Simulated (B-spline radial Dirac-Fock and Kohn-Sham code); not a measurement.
Level of theory: ΔSCF Dirac-Fock with Breit, self-energy and vacuum polarisation, finite nucleus, configuration average; a radial finite-basis atomic code. Free neutral atoms.

Problem. Order these X-ray lines by photon energy, lowest first.
A. Ar Kα2
B. Tc Lβ4
C. Cl Kα2
D. Ag Lγ2
E. Nb Lα2
F. Ag Lβ7

Solution. E (2164.6 eV), B (2599.3 eV), C (2621.1 eV), A (2955.5 eV), F (3353.5 eV), D (3747.0 eV).

Values without a named source are computed, but for edge energies of neutral atoms, which are taken from tables.
